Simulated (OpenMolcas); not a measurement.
# Ag VIII: effect of the basis set

```json
{"Program": "OpenMolcas", "Method": "MS-CASPT2, IPEA 0.25 Eh, imaginary shift 0.1 Eh (closed shells correlated: 4s 4p)", "Active space": "4 electrons in 5 orbitals (4d)", "State averaging": "2S+1 = 5 even, 5 roots; 2S+1 = 3 even, 45 roots; 2S+1 = 1 even, 50 roots", "Spin-orbit coupling": "state interaction with AMFI integrals over the reference wave functions, term energies averaged over their components"}
```

A. ANO-R1 [6s4p3d1f], X2C, finite nucleus; CASPT2 step about 7 core-seconds
B. ANO-RCC-VDZP [6s5p3d1f], DKH2, point nucleus; CASPT2 step about 10 core-seconds
C. ANO-R2 [7s5p4d2f1g], X2C, finite nucleus; CASPT2 step of the order of 15 core-seconds
D. ANO-RCC-VTZP [7s6p4d2f1g], DKH2, point nucleus; CASPT2 step about 17 core-seconds
E. ANO-R3 [8s6p5d3f2g1h], X2C, finite nucleus; CASPT2 step roughly 30 core-seconds
F. ANO-RCC-VQZP [8s7p5d3f2g1h], DKH2, point nucleus; CASPT2 step of the order of 50 core-seconds

Energies in cm-1 above 4d4 5D0, the measured ground level; measured values from Atoms 5, 11 (2017), spectra Ag VII to Ag IX.

```json
{"Level": "4d4 5D0", "A": "0.0", "B": "0.0", "C": "0.0", "D": "0.0", "E": "0.0", "F": "0.0", "Measured": "0.0"}
{"Level": "4d4 5D1", "A": "1321", "B": "1375", "C": "1244", "D": "1255", "E": "1210", "F": "1200", "Measured": "1340"}
{"Level": "4d4 5D2", "A": "3220", "B": "3320", "C": "3040", "D": "3070", "E": "2960", "F": "2950", "Measured": "3212"}
{"Level": "4d4 5D3", "A": "5350", "B": "5480", "C": "5060", "D": "5100", "E": "4940", "F": "4930", "Measured": "5292"}
{"Level": "4d4 5D4", "A": "7590", "B": "7730", "C": "7170", "D": "7230", "E": "7020", "F": "7010", "Measured": "7443"}
{"Level": "4d4 3P0(1)", "A": "22800", "B": "22290", "C": "21740", "D": "21830", "E": "21600", "F": "21820", "Measured": "21309"}
{"Level": "4d4 3H4 [65 %]", "A": "25840", "B": "25750", "C": "24080", "D": "24330", "E": "23770", "F": "24130", "Measured": "23302"}
{"Level": "4d4 3P1(1)", "A": "28210", "B": "27790", "C": "26740", "D": "26870", "E": "26530", "F": "26750", "Measured": "26526"}
{"Level": "4d4 3H5", "A": "28910", "B": "28940", "C": "26880", "D": "27160", "E": "26490", "F": "26860", "Measured": "26250"}
{"Level": "4d4 3F2(1)", "A": "30290", "B": "30040", "C": "28580", "D": "28800", "E": "28320", "F": "28600", "Measured": "28051"}
{"Level": "4d4 3H6", "A": "30970", "B": "31020", "C": "28790", "D": "29090", "E": "28360", "F": "28730", "Measured": "28185"}
{"Level": "4d4 3F4(1) [54 %]", "A": "31960", "B": "31890", "C": "30000", "D": "30270", "E": "29660", "F": "29970", "Measured": ""}
{"Level": "4d4 3P2(1)", "A": "34330", "B": "34010", "C": "32450", "D": "32660", "E": "32180", "F": "32450", "Measured": "32134"}
{"Level": "4d4 3G4 [60 %]", "A": "35610", "B": "35500", "C": "33500", "D": "33790", "E": "33140", "F": "33510", "Measured": "32698"}
{"Level": "4d4 3G5", "A": "38010", "B": "38070", "C": "35620", "D": "35980", "E": "35190", "F": "35600", "Measured": "35077"}
{"Level": "4d4 3D3", "A": "40190", "B": "40110", "C": "37820", "D": "38240", "E": "37570", "F": "38110", "Measured": "36879"}
{"Level": "4d4 3D2 [69 %]", "A": "41440", "B": "41260", "C": "39080", "D": "39440", "E": "38790", "F": "39250", "Measured": "38402"}
{"Level": "4d4 3D1", "A": "42380", "B": "42320", "C": "39930", "D": "40350", "E": "39650", "F": "40160", "Measured": "39191"}
{"Level": "4d4 1I6", "A": "43680", "B": "43740", "C": "40660", "D": "41080", "E": "40110", "F": "40650", "Measured": "39744"}
{"Level": "4d4 1G4(1) [70 %]", "A": "46290", "B": "46040", "C": "43950", "D": "44170", "E": "43460", "F": "43780", "Measured": "43104"}
{"Level": "4d4 1S0(1)", "A": "47790", "B": "47170", "C": "46040", "D": "46230", "E": "45730", "F": "46040", "Measured": ""}
{"Level": "4d4 1D2(1)", "A": "53090", "B": "52720", "C": "49800", "D": "50150", "E": "49460", "F": "49930", "Measured": ""}
{"Level": "4d4 1F3", "A": "56940", "B": "56830", "C": "53330", "D": "53930", "E": "52980", "F": "53690", "Measured": "52004"}
{"Level": "4d4 3P2(2)", "A": "64250", "B": "64020", "C": "60400", "D": "61120", "E": "60200", "F": "61070", "Measured": ""}
```

Deviations, from unrounded energies. A percentage is the sum of absolute deviations over the sum of measured energies, with the sign that they share, or ± where signs differ.

| Against measurement | Levels | A | B | C | D | E | F |
| --- | --- | --- | --- | --- | --- | --- | --- |
| mean absolute deviation (cm-1) | 19 | 2300 | 2200 | 580 | 810 | 340 | 650 |
| fine structure of the ground term (%) | 4 | ±1.4 | +3.6 | -4.5 | -3.7 | -6.7 | -7.0 |
| other terms of the ground configuration (%) | 15 | +8.6 | +8.1 | +2.0 | +3.0 | +1.1 | +2.2 |

E lies closest to measurement on these levels and A furthest from it. The largest miss of E in the table is 4d4 1F3, by +980 cm-1. The ranking rests on the paired levels alone, and a cruder setting can come out closer through cancelling errors.

The two smallest mean deviations differ by little beside CASPT2's spread within terms, so their order carries little weight.

Among A to F the level of the table that moves most is 4d4 3P2(2), by 4000 cm-1 (lowest in E, highest in A). Moves below CASPT2's spread within the term are not significant.

CASPT2 breaks the degeneracy within a term, and the mean is taken; among the terms shown or strongly mixed into the levels shown the widest spread is 1400 cm-1 (4d4 1I, E). The CASPT2 spread within a term exceeds the gap to the next term for 4d4 1G(1) and 4d4 1I, so the order of their levels is uncertain (figures for A; the like holds for B, C, D, E, F). The basis is small and was not contracted for so high a charge (holds for A; B). Computed and measured levels are paired by configuration, term and J; levels that our copy of the source lacks, or whose pairing is in doubt (as where it misses far off the trend of its configuration), stay unpaired and out of the deviations. Levels of configurations outside the active space are missing. Levels that lie high or do not pair safely by name in every column are left out.

A share in square brackets marks a mixed level and gives the weight of the term that names it, the lowest over the columns. A number in round brackets counts repeated terms of one configuration in the order of the reference energies.
